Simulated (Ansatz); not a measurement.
`O[SiH2][AlH][SiH3]` → `[SiH3][O][AlH][SiH3]`  (isomerisation)

Program: Ansatz. Geometries: PBE0-D4/def2-TZVP. ΔE: electronic, gas phase. CCSD(T)/CBS is the MP2 limit (def2-TZVPP, def2-QZVPP) plus CCSD(T) − MP2 in def2-TZVPP, frozen cores. Each species was taken in one conformer, which may not be the lowest.

```json
{"species": "`O[SiH2][AlH][SiH3]`", "SCS-MP2/def2-TZVPP energy (Eh)": "-899.39686"}
{"species": "`[SiH3][O][AlH][SiH3]`", "SCS-MP2/def2-TZVPP energy (Eh)": "-899.46821"}
```

Problem. Work out ΔE.

Solution. ΔE = (-899.46821) − (-899.39686) = -0.07135 Eh = -187.3 kJ/mol. CCSD(T)/CBS gives -173.3 kJ/mol.

Largest T1 diagnostic among the species: 0.013.

In def2-TZVPP, CCSD(T) changes the Hartree–Fock value by +21.6 kJ/mol (the triples alone add +3.1 kJ/mol) and MP2 by +11.4 kJ/mol. From PBE to PBE0 (25 % exact exchange), in def2-TZVPP and without D4, ΔE moves by −8.1 kJ/mol.
